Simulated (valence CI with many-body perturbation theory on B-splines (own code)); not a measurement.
# Energy levels of Se XXIX

Calculated by valence CI with perturbative core correlation (CI+MBPT): four valence electrons over a frozen Dirac-Fock core [He], radial functions for each j: 11 s, 11 p, 10 d, 8 f, 5 g, 2 h, with the one-electron correlation potential Σ1 (screened to all orders), the two-electron term Σ2, the three-electron term Σ3, Breit, model QED; selected single and double excitations, second order for the rest, scaled by the run's own slope (own B-spline code, finite nucleus).

The last digits are not significant, and no measured levels were compared; by estimate large intervals hold to a few tenths of a per cent, small ones and those within an open d or f shell to about a per cent. Among the levels kept, up to 1200 cm⁻¹ of a level comes from second order outside the variational space, and about a tenth of that is noise between levels of different J, which matters for small intervals.

Levels 136 to 180 of 198, with energies above the lowest level, (2s^2 2p1/2^2) J=0. "Leading %" is the weight of the configuration and term that name the level; weights of strongly mixed levels are sums over their largest components and can fall short. In the jj column 3d3/2^4 stands for four electrons in 3d with j = 3/2.

```csv
No.,Configuration,Term,J,E (Ry),Leading %,Second component,Leading jj
136,2s2p²3d,³D,3,149.19,51,23 % 2s2p²3d ³F,2s 2p3/2^2 3d3/2 (59 %)
137,2s2p²3d,³P,2,149.34,33,31 % 2s2p²3d ³D,2s 2p3/2^2 3d3/2 (70 %)
138,2s2p²3p,³D°,3,149.42,80,8 % 2s2p²3p ³F°,2s 2p3/2^2 3p3/2 (85 %)
139,2s2p²3p,³P°,0,149.45,74,25 % 2s2p²3p ¹S°,2s 2p3/2^2 3p3/2 (69 %)
140,2s2p²3d,³P,1,149.56,41,20 % 2s2p²3d ³S,2s 2p3/2^2 3d3/2 (69 %)
141,2s2p²3d,¹G,4,149.62,43,33 % 2s2p²3d ³F,2s 2p3/2^2 3d3/2 (78 %)
142,2s2p²3p,¹P°,1,149.65,27,19 % 2p³3s ³S°,2s 2p3/2^2 3p3/2 (40 %)
143,2s2p²3p,³P°,2,149.67,78,8 % 2p³3s ⁵S°,2s 2p3/2^2 3p3/2 (78 %)
144,2s2p²3p,¹P°,1,149.82,24,18 % 2s2p²3p ³P°,2s 2p3/2^2 3p3/2 (46 %)
145,2s2p²3d,³D,3,149.99,36,34 % 2s2p²3d ¹F,2s 2p3/2^2 3d5/2 (66 %)
146,2s2p²3p,¹D°,2,150.13,49,34 % 2s2p²3p ³P°,2s 2p3/2^2 3p3/2 (78 %)
147,2s2p²3d,¹S,0,150.16,62,34 % 2s2p²3d ³P,2s 2p3/2^2 3d5/2 (60 %)
148,2s2p²3d,¹P,1,150.26,41,31 % 2s2p²3d ³S,2s 2p3/2^2 3d5/2 (71 %)
149,2s2p²3d,¹D,2,150.32,38,37 % 2s2p²3d ³P,2s 2p3/2^2 3d5/2 (81 %)
150,2s2p²3p,¹P°,1,150.83,56,19 % 2s2p²3p ³S°,2s 2p3/2^2 3p3/2 (76 %)
151,2p³3p,⁵P,1,151.25,48,19 % 2p³3p ³P,2p1/2^2 2p3/2 3p1/2 (82 %)
152,2p³3p,⁵P,2,151.32,40,24 % 2p³3p ³P,2p1/2^2 2p3/2 3p1/2 (78 %)
153,2p³3s,³D°,2,151.81,50,27 % 2p³3s ⁵S°,2p1/2 2p3/2^2 3s (83 %)
154,2s2p²3d,¹P,1,152.07,40,36 % 2s2p²3d ³D,2s 2p3/2^2 3d3/2 (65 %)
155,2p³3p,⁵P,3,152.07,36,31 % 2s2p²3d ³D,2p1/2^2 2p3/2 3p3/2 (52 %)
156,2s2p²3d,³F,4,152.15,81,9 % 2s2p²3d ¹G,2s 2p3/2^2 3d5/2 (88 %)
157,2p³3s,³D°,1,152.18,48,39 % 2p³3s ³S°,2p1/2 2p3/2^2 3s (86 %)
158,2s2p²3d,³F,3,152.21,38,26 % 2s2p²3d ³D,2s 2p3/2^2 3d5/2 (40 %)
159,2s2p²3d,³D,2,152.30,51,26 % 2s2p²3d ³F,2s 2p3/2^2 3d3/2 (84 %)
160,2p³3p,³P,1,152.32,44,16 % 2p³3p ³D,2p1/2^2 2p3/2 3p3/2 (81 %)
161,2s2p²3d,³P,2,152.48,39,32 % 2s2p²3d ³D,2s 2p3/2^2 3d3/2 (48 %)
162,2s2p²3d,³D,3,152.49,68,13 % 2p³3p ⁵P,2s 2p3/2^2 3d5/2 (58 %)
163,2s2p²3d,³D,1,152.51,83,,2s 2p3/2^2 3d3/2 (79 %)
164,2p³3s,³D°,3,152.61,95,,2p1/2 2p3/2^2 3s (95 %)
165,2s2p²3d,¹D,2,152.73,52,29 % 2s2p²3d ³D,2s 2p3/2^2 3d5/2 (74 %)
166,2s2p²3d,³P,0,152.75,84,13 % 2s2p²3d ¹S,2s 2p3/2^2 3d3/2 (87 %)
167,2p³3p,³P,2,152.85,31,27 % 2p³3p ⁵P,2p1/2^2 2p3/2 3p3/2 (66 %)
168,2s2p²3d,¹F,3,152.85,71,14 % 2s2p²3d ³D,2s 2p3/2^2 3d5/2 (42 %)
169,2s2p²3d,³P,1,152.91,61,28 % 2s2p²3d ¹P,2s 2p3/2^2 3d5/2 (64 %)
170,2p³3s,¹D°,2,152.91,68,26 % 2p³3s ³D°,2p1/2 2p3/2^2 3s (95 %)
171,2p³3p,³P,0,153.47,90,7 % 2p³3p ¹S,2p1/2^2 2p3/2 3p3/2 (61 %)
172,2s2p²3d,¹D,2,153.66,70,14 % 2s2p²3d ³P,2s 2p3/2^2 3d5/2 (58 %)
173,2p³3p,³D,1,153.86,27,22 % 2p³3p ⁵P,2p1/2 2p3/2^2 3p1/2 (86 %)
174,2p³3p,³F,2,154.19,35,24 % 2p³3p ³D,2p1/2 2p3/2^2 3p1/2 (87 %)
175,2p³3s,³P°,0,154.26,96,,2p1/2 2p3/2^2 3s (96 %)
176,2p³3s,³P°,1,154.44,67,26 % 2p³3s ¹P°,2p1/2 2p3/2^2 3s (93 %)
177,2p³3d,⁵D°,2,154.49,40,26 % 2p³3d ³D°,2p1/2^2 2p3/2 3d3/2 (86 %)
178,2p³3d,⁵D°,3,154.54,50,18 % 2p³3d ³D°,2p1/2^2 2p3/2 3d3/2 (63 %)
179,2p³3d,⁵D°,0,154.64,65,27 % 2p³3d ³P°,2p1/2^2 2p3/2 3d3/2 (78 %)
180,2p³3d,⁵D°,1,154.64,64,16 % 2p³3d ³P°,2p1/2^2 2p3/2 3d3/2 (76 %)
```
